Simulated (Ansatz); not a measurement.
A run for Ansatz (an electronic-structure program): SC-NEVPT2 on SA-CASSCF(4,4)/cc-pV(D+d)Z on H2Si2 (SMILES [Si]=[SiH2]), 2S+1 = 3, a spin state set in the input, which need not be the lowest. Files ending in .json are basis or fitting sets from the Basis Set Exchange.

Ansatz 0.2 input:
```yaml
crystal:
  periodic: [false, false, false]
  atoms:
    - {symbol: Si, position_ang: [1.27641950, -0.06075049, 0.01153208]}
    - {symbol: Si, position_ang: [-1.00470051, 0.04781817, -0.00907718]}
    - {symbol: H, position_ang: [-1.95860104, -1.09818124, -0.01804749]}
    - {symbol: H, position_ang: [-1.84546488, 1.27923367, -0.01632115]}
basis:
  gaussian:
    orbitals: cc-pV_D+d_Z.json
magnetization: {spin_polarized: false, initial_magnetization: 2}
correlation: {method: sc_nevpt2, electrons: outside_noble_gas, active_space: {window: {electrons: 4, orbitals: 4}, states: [{multiplicity: 1, weights: [1]}, {multiplicity: 3, weights: [1]}]}}
output: {orbitals: {seedname: ./end}}
```

It printed:

```
WARN ansatz: RAYON_NUM_THREADS=2 ignored (pool sized by the plan → 2); use --threads N
Functional definition: HF
integrals: 0.02 GiB planned
1079 factors; integrals over basis functions are off by at most 1.9e-7 eV
mean field: 0.15 GiB planned
mean field evaluation 1: about -15752.8933 eV, gradient 8.8e0 eV
mean field evaluation 2: about -15752.8944 eV, gradient 8.8e0 eV
mean field evaluation 4: about -15753.5672 eV, gradient 6.2e-1 eV
mean field evaluation 8: about -15753.5713 eV, gradient 4.0e-3 eV
mean field -15753.57131665 eV, -578.9330677329 hartree, gradient 5.5e-6 eV, S^2 2.000000; 0 other end points of the search recorded, 0 dependent functions left out
reference -15753.57131665 eV, -578.9330677329 hartree; 16, 14 occupied and 40, 42 virtual orbitals, 1079 factors
configuration interaction: 0.22 GiB planned
configuration interaction: 0.00 GiB planned
state -15754.06762908 eV, -578.9513068782 hartree
state -15754.06762908 eV, -578.9513068782 hartree; corrected -15758.21089516 eV, -579.1035690980 hartree
configuration interaction: 0.00 GiB planned
state -15753.83147003 eV, -578.9426281930 hartree
state -15753.83147003 eV, -578.9426281930 hartree; corrected -15757.85959272 eV, -579.0906589715 hartree
Total energy: -15758.03524394 eV, -579.0971140347 hartree
```

The run converged. The last total energy is the mean of the averaged states.

Cost: very roughly 2.6 core-seconds.
